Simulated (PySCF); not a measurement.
# Ge: excitation energy

Ge [Ar] 3d10 4s2 4p2 (3P) → Ge [Ar] 3d10 4s1 4p2 5s1 (5P), as a difference of total energies. Calculation: PySCF 2.14, in aug-cc-pwCVTZ-PP with ECP10MDF (8s7p6d4f1g, 96 functions); a scalar-relativistic core potential. Correlated levels: valence: 3s2 3p6 3d10 frozen; valence and next inner shell: nothing frozen outside the core potential. The calculations carry no spin-orbit coupling.

```json
{"method": "UHF", "excitation energy (cm⁻¹)": "74066"}
{"method": "LDA", "excitation energy (cm⁻¹)": "92922"}
{"method": "PBE", "excitation energy (cm⁻¹)": "90491"}
{"method": "PBE0", "excitation energy (cm⁻¹)": "88314"}
{"method": "r2SCAN", "excitation energy (cm⁻¹)": "88563"}
{"method": "PW91", "excitation energy (cm⁻¹)": "90783"}
{"method": "wB97M-V", "excitation energy (cm⁻¹)": "89520"}
{"method": "TPSSh", "excitation energy (cm⁻¹)": "88836"}
{"method": "PBEsol", "excitation energy (cm⁻¹)": "90185"}
{"method": "MP2 (valence)", "excitation energy (cm⁻¹)": "82332"}
{"method": "SCS-MP2 (valence)", "excitation energy (cm⁻¹)": "85014"}
{"method": "MP2 (valence and next inner shell)", "excitation energy (cm⁻¹)": "87327"}
{"method": "SCS-MP2 (valence and next inner shell)", "excitation energy (cm⁻¹)": "89038"}
```

The upper state lies above the first ionisation limit, but in LS coupling its spin forbids autoionisation to the ground ion. A Rydberg-like electron needs more diffuse functions than a valence basis has.

The promoted electron is Rydberg-like, and one or two diffuse shells describe it only roughly, which tends to raise the upper state.
